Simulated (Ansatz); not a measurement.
System: C$_{4}$H$_{5}$SSi, charge 0, multiplicity 2. It need not be the lowest isomer of its formula. 
Geometry from a B3LYP-D3(BJ)/def2-TZVP (Ansatz, an electronic-structure program) optimisation:
SMILES: c1([SiH3])[c]ccs1
```xyz
11

Si    -2.2357    -0.2876    -0.0208
C     -0.3829    -0.2215    -0.1345
C      0.4700    -1.0094    -0.8207
C      1.8530    -0.7566    -0.7522
C      2.0736     0.3227     0.0605
S      0.6104     0.9679     0.6927
H     -2.6974    -1.4422    -0.8192
H     -2.8339     0.9606    -0.5476
H     -2.6618    -0.4449     1.3888
H      2.6252    -1.3175    -1.2552
H      3.0188     0.7725     0.3218
```
Charge 0, spin multiplicity 2.

Total electronic energies in hartree. Valence correlation only, unless marked. UHF or UKS for open shells. No spin-orbit coupling. No relativistic terms. CBS(X,Y): correlation extrapolated as X^-3; Hartree-Fock from the larger set.

The UHF reference is spin-contaminated (<S^2> 0.36 over the pure value in the largest basis). 

```json
[
 {"level": "BLYP/def2-TZVPD", "program": "Ansatz", "energy (Eh)": "(withheld)"},
 {"level": "HSE06-D4/def2-TZVPD", "program": "Ansatz + dftd4", "energy (Eh)": "-842.63522"},
 {"level": "HSE06/def2-TZVPD", "program": "Ansatz", "energy (Eh)": "-842.62544"},
 {"level": "B2PLYP-D3(BJ)/def2-TZVPD", "program": "Ansatz + dftd3", "energy (Eh)": "-842.71690"},
 {"level": "MP2/cc-pwCVTZ", "program": "Ansatz", "energy (Eh)": "-841.73713"},
 {"level": "SCS-MP2/STO-3G", "program": "Ansatz", "energy (Eh)": "-831.48765"},
 {"level": "SCS-MP2/cc-pwCVTZ", "program": "Ansatz", "energy (Eh)": "-841.72608"},
 {"level": "CCSD/6-31G", "program": "Ansatz", "energy (Eh)": "-841.05621"},
 {"level": "CCSD(T)/CBS(cc-pV(T+d)Z,cc-pV(Q+d)Z)", "program": "Ansatz", "energy (Eh)": "-841.9505"}
]
```

Problem. What belongs in the gaps?

Solution. 
- BLYP/def2-TZVPD, energy (Eh): -843.02496
